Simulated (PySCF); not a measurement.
Be(OH)(SH) (BeH2OS), SMILES [OH][Be][SH]. Atoms are numbered in the order given.

```xyz
5

Be    -0.0167    -0.6408     0.0433
O     -0.1229    -2.0449     0.1604
H      0.0372    -2.7223    -0.4891
S      0.1357     1.2652    -0.0369
H     -1.1581     1.4023    -0.3778
```
Charge 0, spin multiplicity 1.

Coordinates come from a PBE0-D3(BJ)/def2-TZVP optimisation. Other conformers were not sampled.

Computed with C-PCM-PBE0/def2-SVP run with PySCF.

The values are the electrostatic part of the solvation free energy, E(continuum) − E(gas) at the gas-phase geometry, in a cavity of scaled van der Waals radii (PySCF's table); cavitation and dispersion terms are not included. A continuum can't describe solvent molecules that bind to the metal. In vacuum the orbital gap is 7.27 eV. The dipole moment in vacuum is 2.10 D.

Computed values in water (ε = 78.36), tetrahydrofuran (ε = 7.43), dimethylsulfoxide (ε = 46.83):
```
solvent                ε  ΔG(elec) (kcal/mol)  dipole (D)  gap (eV)
-----------------  -----  -------------------  ----------  --------
water              78.36                 -7.9        2.66      7.62
tetrahydrofuran     7.43                 -6.8        2.58      7.57
dimethylsulfoxide  46.83                 -7.8        2.65      7.62
```
